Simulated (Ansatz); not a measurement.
Molecule: NaOH (charge -1, doublet). SMILES of the parent species: [OH][Na]

Atoms: Na1, O2, H3. Bonds: Na1-O2, O2-H3.

Bond lengths (Å) and angles (degrees) optimised at HF/6-31G* with Ansatz (a quantum-chemistry and plane-wave program); PBE/6-31G* with Ansatz; B3LYP/LANL2DZ with Ansatz, each started from the B3LYP-D3(BJ)/def2-TZVP structure (Ansatz) of the last column. A row stands for all coordinates that are equal there. 6-31G* holds six Cartesian d functions. No wavenumbers were computed at PBE/6-31G*, B3LYP/LANL2DZ, so these may be saddle points.

| coordinate | HF/6-31G* | PBE/6-31G* | B3LYP/LANL2DZ | B3LYP-D3(BJ)/def2-TZVP |
|---|---|---|---|---|
| Na1-O2 | 2.055 | 2.094 | 2.010 | 2.014 |
| O2-H3 | 0.948 | 0.980 | 0.976 | 0.957 |
| Na1-O2-H3 | 125.6 | 108.5 | 179.9 | 178.0 |

Mean signed difference of all 2 bond lengths from B3LYP-D3(BJ)/def2-TZVP: HF/6-31G* 0.016 Å, PBE/6-31G* 0.052 Å, B3LYP/LANL2DZ 0.007 Å.
